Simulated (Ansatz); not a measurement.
FHSi (SMILES F[SiH]), charge 0, multiplicity 1, relaxed at each level with Ansatz (a program for electronic structure); harmonic frequencies from differences of analytic forces, average atomic masses, frozen cores.

```csv
level,harmonic frequencies (cm⁻¹),ZPE (eV),cost over HF/def2-TZVPP (rough)
HF/def2-TZVPP,907 947 2093,0.245,×1
PBE/def2-TZVPP,803 830 1889,0.218,×1
r2SCAN/def2-TZVPP,844 871 1951,0.227,×2
PBE0/def2-TZVPP,848 868 1970,0.228,×1
wB97X-V/def2-TZVPP,851 881 2014,0.232,×4
CCSD(T)/cc-pV(T+d)Z,855 883 1999,0.232,×10
```

Doubts at one or more of the structures used: a restricted determinant that unrestricted orbitals would lower (CCSD(T)/cc-pV(T+d)Z).
